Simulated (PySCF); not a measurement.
C3H9O3Si (SMILES CO[Si](OC)OC), doublet, at a GFN2-xTB geometry; PySCF with CASSCF(7,7)/STO-3G.

Here is a job for PySCF.
```python
from pyscf import gto, scf, mcscf
import numpy

mol = gto.Mole()
mol.atom = '''
    C    -0.655263    2.557938   -0.307529
    O     0.236417    1.501152   -0.116397
    Si   -0.073210    0.011498    0.473139
    O     1.194980   -0.941588    0.091286
    C     2.555199   -0.682740    0.267986
    O    -1.378613   -0.567853   -0.316015
    C    -1.834703   -1.885444   -0.382046
    H    -1.581915    2.209517   -0.765850
    H    -0.888627    3.035701    0.647418
    H    -0.172008    3.282907   -0.964002
    H     2.833652   -0.812705    1.316896
    H     3.109166   -1.397175   -0.342566
    H     2.803212    0.333479   -0.041739
    H    -2.548592   -1.946758   -1.204648
    H    -1.009534   -2.576254   -0.560983
    H    -2.334081   -2.161893    0.550069
'''
mol.basis = 'sto-3g'
mol.charge = 0
mol.spin = 1
mol.verbose = 4
mol.build()

mf = scf.ROHF(mol)
mf.kernel()
mc = mcscf.CASSCF(mf, 7, 7)
mc.fix_spin_(ss=0.75)
mc.kernel()
occ = numpy.linalg.eigvalsh(mc.fcisolver.make_rdm1(mc.ci, mc.ncas, mc.nelecas))[::-1]
ss = mc.fcisolver.spin_square(mc.ci, mc.ncas, mc.nelecas)[0]
print('natural occupations', occ.round(4), ' <S^2>', round(ss, 4))
```

Output, abridged:

```
PySCF version 2.14.0

[INPUT] verbose = 4
[INPUT] num. atoms = 16
[INPUT] num. electrons = 65
[INPUT] charge = 0
[INPUT] spin (= nelec alpha-beta = 2S) = 1
[INPUT] symmetry False subgroup None
[INPUT] Mole.unit = angstrom
[INPUT] Symbol           X                Y                Z      unit          X                Y                Z       unit  Magmom
[...]
nuclear repulsion = 408.591528311673
number of shells = 32
number of NR pGTOs = 144
number of NR cGTOs = 48
basis = sto-3g
ecp = {}

******** <class 'pyscf.scf.rohf.ROHF'> ********
method = ROHF
initial guess = minao
damping factor = 0
level_shift factor = 0
DIIS = <class 'pyscf.scf.diis.CDIIS'>
diis_start_cycle = 1
diis_space = 8
diis_damp = 0
SCF conv_tol = 1e-09
SCF conv_tol_grad = None
SCF max_cycles = 50
direct_scf = True
direct_scf_tol = 1e-13
num. doubly occ = 32  num. singly occ = 1
Set gradient conv threshold to 3.16228e-05
init E= -625.706699710761
[...]
cycle= 1 E= -624.415353508442  delta_E= 1.29  |g|= 0.674  |ddm|= 3.49
[...]
cycle= 2 E= -624.577533365281  delta_E= -0.162  |g|= 0.202  |ddm|= 0.944
[...]
cycle= 3 E= -624.595029145704  delta_E= -0.0175  |g|= 0.0421  |ddm|= 0.249
[...]
cycle= 4 E= -624.596375392455  delta_E= -0.00135  |g|= 0.00746  |ddm|= 0.0889
[...]
cycle= 5 E= -624.596431558486  delta_E= -5.62e-05  |g|= 0.00202  |ddm|= 0.0181
[...]
cycle= 6 E= -624.596435897154  delta_E= -4.34e-06  |g|= 0.000383  |ddm|= 0.00584
[...]
cycle= 7 E= -624.596436041153  delta_E= -1.44e-07  |g|= 9.89e-05  |ddm|= 0.001
[...]
cycle= 8 E= -624.596436050026  delta_E= -8.87e-09  |g|= 1.27e-05  |ddm|= 0.000287
[...]
cycle= 9 E= -624.59643605015  delta_E= -1.24e-10  |g|= 2.2e-06  |ddm|= 3.06e-05
[...]
Extra cycle  E= -624.596436050155  delta_E= -5e-12  |g|= 8.68e-07  |ddm|= 3.77e-06
converged SCF energy = -624.596436050155

******** <class 'pyscf.mcscf.mc1step.CASSCF'> ********
CAS (4e+3e, 7o), ncore = 29, nvir = 12
max_cycle_macro = 50
max_cycle_micro = 4
conv_tol = 1e-07
conv_tol_grad = None
orbital rotation max_stepsize = 0.02
orbital rotation threshold for CI restart = 0.01
augmented hessian ah_max_cycle = 30
augmented hessian ah_conv_tol = 1e-12
augmented hessian ah_linear dependence = 1e-14
augmented hessian ah_level shift = 1e-08
augmented hessian ah_start_tol = 2.5
augmented hessian ah_start_cycle = 3
augmented hessian ah_grad_trust_region = 3
kf_trust_region = 3
kf_interval = 4
ci_response_space = 4
ci_grad_trust_region = 3
with_dep4 0
natorb = False
canonicalization = True
sorting_mo_energy = False
ao2mo_level = 2
internal_rotation = False
******** <class 'pyscf.fci.addons.SpinPenaltyFCISolver'> ********
max. cycles = 50
conv_tol = 1e-08
davidson only = True
linear dependence = 1e-12
level shift = 0.001
max iter space = 12
nroots = 1
pspace_size = 400
spin = None
CASCI E = -624.602487416512  S^2 = 0.7500000
Set conv_tol_grad to 0.000316228
macro iter   1 ( 21 JK    4 micro), CASSCF E = -624.612088736963  dE = -9.60132045e-03  S^2 = 0.7500000
               |grad[o]|=0.014  |grad[c]|=0.0558  |ddm|=0.0857  |maxRot[o]|=0.266
macro iter   2 ( 21 JK    4 micro), CASSCF E = -624.617130310249  dE = -5.04157329e-03  S^2 = 0.7500000
               |grad[o]|=0.0181  |grad[c]|=0.115  |ddm|=0.055  |maxRot[o]|=0.204
macro iter   3 ( 21 JK    4 micro), CASSCF E = -624.620172477938  dE = -3.04216769e-03  S^2 = 0.7500000
               |grad[o]|=0.0168  |grad[c]|=0.0389  |ddm|=0.0274  |maxRot[o]|=0.145
macro iter   4 ( 12 JK    3 micro), CASSCF E = -624.622004833546  dE = -1.83235561e-03  S^2 = 0.7500000
               |grad[o]|=0.00961  |grad[c]|=0.035  |ddm|=0.0209  |maxRot[o]|=0.0963
macro iter   5 ( 21 JK    4 micro), CASSCF E = -624.623707321018  dE = -1.70248747e-03  S^2 = 0.7500000
               |grad[o]|=0.0087  |grad[c]|=0.0427  |ddm|=0.0262  |maxRot[o]|=0.127
macro iter   6 ( 21 JK    4 micro), CASSCF E = -624.625443973888  dE = -1.73665287e-03  S^2 = 0.7500000
               |grad[o]|=0.00989  |grad[c]|=0.0133  |ddm|=0.00645  |maxRot[o]|=0.0864
macro iter   7 ( 21 JK    4 micro), CASSCF E = -624.626166803887  dE = -7.22829998e-04  S^2 = 0.7500000
               |grad[o]|=0.00684  |grad[c]|=0.0137  |ddm|=0.00546  |maxRot[o]|=0.0706
macro iter   8 ( 17 JK    4 micro), CASSCF E = -624.627146778049  dE = -9.79974162e-04  S^2 = 0.7500000
               |grad[o]|=0.00522  |grad[c]|=0.0222  |ddm|=0.00753  |maxRot[o]|=0.0688
macro iter   9 (  7 JK    2 micro), CASSCF E = -624.627894182463  dE = -7.47404414e-04  S^2 = 0.7500000
               |grad[o]|=0.00415  |grad[c]|=0.0122  |ddm|=0.00547  |maxRot[o]|=0.0698
macro iter  10 ( 16 JK    4 micro), CASSCF E = -624.627536970632  dE =  3.57211831e-04  S^2 = 0.7500000
               |grad[o]|=0.00292  |grad[c]|=0.0145  |ddm|=0.0141  |maxRot[o]|= 0.11
macro iter  11 ( 21 JK    4 micro), CASSCF E = -624.628108518517  dE = -5.71547885e-04  S^2 = 0.7500000
               |grad[o]|=0.00382  |grad[c]|=0.00913  |ddm|=0.00706  |maxRot[o]|=0.0874
macro iter  12 ( 12 JK    3 micro), CASSCF E = -624.628418578327  dE = -3.10059810e-04  S^2 = 0.7500000
               |grad[o]|=0.00357  |grad[c]|=0.00955  |ddm|=0.0118  |maxRot[o]|=0.0819
macro iter  13 ( 20 JK    4 micro), CASSCF E = -624.628646362316  dE = -2.27783989e-04  S^2 = 0.7500000
               |grad[o]|=0.00331  |grad[c]|=0.0111  |ddm|=0.00224  |maxRot[o]|= 0.08
macro iter  14 ( 20 JK    4 micro), CASSCF E = -624.628749320191  dE = -1.02957875e-04  S^2 = 0.7500000
               |grad[o]|=0.00288  |grad[c]|=0.013  |ddm|=0.00167  |maxRot[o]|=0.0886
macro iter  15 ( 19 JK    4 micro), CASSCF E = -624.628532493460  dE =  2.16826732e-04  S^2 = 0.7500000
               |grad[o]|=0.00279  |grad[c]|=0.0133  |ddm|=0.00302  |maxRot[o]|=0.0618
macro iter  16 ( 21 JK    4 micro), CASSCF E = -624.629016868785  dE = -4.84375326e-04  S^2 = 0.7500000
               |grad[o]|=0.00388  |grad[c]|=0.00597  |ddm|=0.00269  |maxRot[o]|=0.0544
macro iter  17 ( 21 JK    4 micro), CASSCF E = -624.629133437887  dE = -1.16569101e-04  S^2 = 0.7500000
[...]
               |grad[o]|=0.00121  |grad[c]|=0.0067  |ddm|=0.0026  |maxRot[o]|=0.0139
macro iter  22 ( 21 JK    4 micro), CASSCF E = -624.629302635107  dE = -7.16976946e-05  S^2 = 0.7500000
               |grad[o]|=0.00115  |grad[c]|=0.00166  |ddm|=0.00148  |maxRot[o]|=0.0328
macro iter  23 ( 21 JK    4 micro), CASSCF E = -624.629293357048  dE =  9.27805831e-06  S^2 = 0.7500000
               |grad[o]|=0.000789  |grad[c]|=0.00476  |ddm|=0.00224  |maxRot[o]|=0.0119
macro iter  24 ( 21 JK    4 micro), CASSCF E = -624.629336158795  dE = -4.28017470e-05  S^2 = 0.7500000
               |grad[o]|=0.00101  |grad[c]|=0.00269  |ddm|=0.00175  |maxRot[o]|=0.0217
macro iter  25 ( 20 JK    4 micro), CASSCF E = -624.629346738607  dE = -1.05798119e-05  S^2 = 0.7500000
               |grad[o]|=0.000713  |grad[c]|=0.00592  |ddm|=0.00335  |maxRot[o]|=0.0219
macro iter  26 ( 21 JK    4 micro), CASSCF E = -624.629351158610  dE = -4.42000214e-06  S^2 = 0.7500000
               |grad[o]|=0.000942  |grad[c]|=0.00789  |ddm|=0.0035  |maxRot[o]|=0.00803
macro iter  27 ( 16 JK    4 micro), CASSCF E = -624.629374006199  dE = -2.28475898e-05  S^2 = 0.7500000
               |grad[o]|=0.000914  |grad[c]|=0.00534  |ddm|=0.00169  |maxRot[o]|=0.0162
macro iter  28 (  7 JK    2 micro), CASSCF E = -624.629477928015  dE = -1.03921816e-04  S^2 = 0.7500000
               |grad[o]|=0.000872  |grad[c]|=0.00764  |ddm|=0.00658  |maxRot[o]|=0.0592
macro iter  29 (  7 JK    2 micro), CASSCF E = -624.629650000505  dE = -1.72072490e-04  S^2 = 0.7500000
               |grad[o]|=0.000877  |grad[c]|=0.0063  |ddm|=0.00652  |maxRot[o]|=0.0655
macro iter  30 ( 12 JK    3 micro), CASSCF E = -624.630690110458  dE = -1.04010995e-03  S^2 = 0.7500000
               |grad[o]|=0.00149  |grad[c]|=0.0207  |ddm|=0.0237  |maxRot[o]|=0.143
macro iter  31 ( 21 JK    4 micro), CASSCF E = -624.634712298208  dE = -4.02218775e-03  S^2 = 0.7500000
               |grad[o]|=0.00401  |grad[c]|=0.023  |ddm|=0.0175  |maxRot[o]|=0.209
macro iter  32 ( 12 JK    3 micro), CASSCF E = -624.639282393039  dE = -4.57009483e-03  S^2 = 0.7500000
               |grad[o]|=0.0107  |grad[c]|=0.0449  |ddm|=0.0325  |maxRot[o]|=0.133
macro iter  33 ( 16 JK    4 micro), CASSCF E = -624.642435345657  dE = -3.15295262e-03  S^2 = 0.7500000
               |grad[o]|=0.0119  |grad[c]|=0.0541  |ddm|=0.0262  |maxRot[o]|=0.115
macro iter  34 ( 21 JK    4 micro), CASSCF E = -624.641760083171  dE =  6.75262486e-04  S^2 = 0.7500000
               |grad[o]|=0.00894  |grad[c]|=0.0331  |ddm|=0.0136  |maxRot[o]|=0.141
macro iter  35 ( 21 JK    4 micro), CASSCF E = -624.643125651752  dE = -1.36556858e-03  S^2 = 0.7500000
               |grad[o]|=0.00903  |grad[c]|=0.00848  |ddm|=0.00388  |maxRot[o]|=0.0661
macro iter  36 ( 21 JK    4 micro), CASSCF E = -624.643360178189  dE = -2.34526437e-04  S^2 = 0.7500000
               |grad[o]|=0.00577  |grad[c]|=0.0119  |ddm|=0.00454  |maxRot[o]|=0.0273
macro iter  37 ( 21 JK    4 micro), CASSCF E = -624.643458576637  dE = -9.83984480e-05  S^2 = 0.7500000
               |grad[o]|=0.00491  |grad[c]|=0.0122  |ddm|=0.00396  |maxRot[o]|=0.0204
macro iter  38 (  7 JK    2 micro), CASSCF E = -624.644224103534  dE = -7.65526896e-04  S^2 = 0.7500000
               |grad[o]|=0.00454  |grad[c]|=0.002  |ddm|=0.0043  |maxRot[o]|=0.0601
macro iter  39 (  7 JK    2 micro), CASSCF E = -624.644767350977  dE = -5.43247443e-04  S^2 = 0.7500000
               |grad[o]|=0.00357  |grad[c]|=0.00292  |ddm|=0.00412  |maxRot[o]|=0.0648
macro iter  40 ( 18 JK    4 micro), CASSCF E = -624.644956119152  dE = -1.88768175e-04  S^2 = 0.7500000
               |grad[o]|=0.00292  |grad[c]|=0.00708  |ddm|=0.00259  |maxRot[o]|=0.0503
macro iter  41 ( 15 JK    4 micro), CASSCF E = -624.644290788111  dE =  6.65331041e-04  S^2 = 0.7500000
               |grad[o]|=0.0019  |grad[c]|=0.0133  |ddm|=0.00546  |maxRot[o]|=0.0975
macro iter  42 ( 11 JK    3 micro), CASSCF E = -624.644681995155  dE = -3.91207044e-04  S^2 = 0.7500000
               |grad[o]|=0.00366  |grad[c]|=0.00129  |ddm|=0.00224  |maxRot[o]|=0.0382
macro iter  43 ( 21 JK    4 micro), CASSCF E = -624.644693922996  dE = -1.19278415e-05  S^2 = 0.7500000
               |grad[o]|=0.0024  |grad[c]|=0.00714  |ddm|=0.00185  |maxRot[o]|=0.0065
macro iter  44 (  7 JK    2 micro), CASSCF E = -624.644993298744  dE = -2.99375748e-04  S^2 = 0.7500000
               |grad[o]|=0.0024  |grad[c]|=0.00243  |ddm|=0.00231  |maxRot[o]|=0.0515
macro iter  45 ( 17 JK    4 micro), CASSCF E = -624.645110567862  dE = -1.17269118e-04  S^2 = 0.7500000
               |grad[o]|=0.00154  |grad[c]|=0.00394  |ddm|=0.000895  |maxRot[o]|=0.038
macro iter  46 ( 14 JK    4 micro), CASSCF E = -624.645092044948  dE =  1.85229138e-05  S^2 = 0.7500000
               |grad[o]|=0.000905  |grad[c]|=0.0046  |ddm|=0.00134  |maxRot[o]|=0.00866
macro iter  47 ( 21 JK    4 micro), CASSCF E = -624.645117088529  dE = -2.50435805e-05  S^2 = 0.7500000
               |grad[o]|=0.00123  |grad[c]|=0.00336  |ddm|=0.000677  |maxRot[o]|=0.008
macro iter  48 ( 15 JK    4 micro), CASSCF E = -624.645096884790  dE =  2.02037388e-05  S^2 = 0.7500000
               |grad[o]|=0.000824  |grad[c]|=0.00284  |ddm|=0.000722  |maxRot[o]|=0.00673
macro iter  49 ( 19 JK    4 micro), CASSCF E = -624.645148946080  dE = -5.20612900e-05  S^2 = 0.7500000
               |grad[o]|=0.00111  |grad[c]|=0.00176  |ddm|=0.000396  |maxRot[o]|=0.019
macro iter  50 ( 11 JK    4 micro), CASSCF E = -624.645159352885  dE = -1.04068048e-05  S^2 = 0.7500000
               |grad[o]|=0.000459  |grad[c]|=0.00102  |ddm|=0.000727  |maxRot[o]|=0.0151
1-step CASSCF not converged,  50 macro (854 JK 183 micro) steps
CASSCF canonicalization
Density matrix diagonal elements [1.98001805 1.97682489 1.98699652 1.00192928 0.01824106 0.01637967
 0.01961053]
CASSCF energy = -624.645159352885
CASCI E = -624.645159352885  E(CI) = -11.7893938338552  S^2 = 0.7500000
natural occupations [1.9876 1.9805 1.9772 1.0021 0.023  0.0161 0.0137]  <S^2> 0.75
```

The run did not converge; its last values are not results.
